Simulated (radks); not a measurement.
The numbers below are computed, except where a source is named.
Q: These are the eigenvalues of the occupied orbitals of an atom or ion with whole-number occupations (hartree). Code: a radial shooting solver on a logarithmic mesh with Libxc functionals. Model: non-relativistic Kohn-Sham, TASK exchange with Perdew-Wang LDA correlation, spin-polarised, spherical densities, point nucleus; meta-GGA in the generalised Kohn-Sham scheme.

1s down: -235.7312
1s up: -235.7281
2s up: -27.94494
2s down: -27.80730
2p up: -24.01336
2p down: -23.91592
3s up: -3.95921
3s down: -3.68165
3p up: -2.81628
3p down: -2.53662
3d up: -0.96740

Which element is it, and in what charge state? The configuration may be excited. Open shells, if any, are filled with parallel spins first.

A: Z = 25, manganese, charge +2: Mn2+ in [Ar] 3d5. The list shows which subshells hold electrons but not how many an open one holds; the 1s level, -235.73 hartree, gives Z - s = 21.7 by -(Z - s)^2/2, which with screening narrows Z to a few neighbours, and the depths of the outer levels then fix element, charge and occupations together.
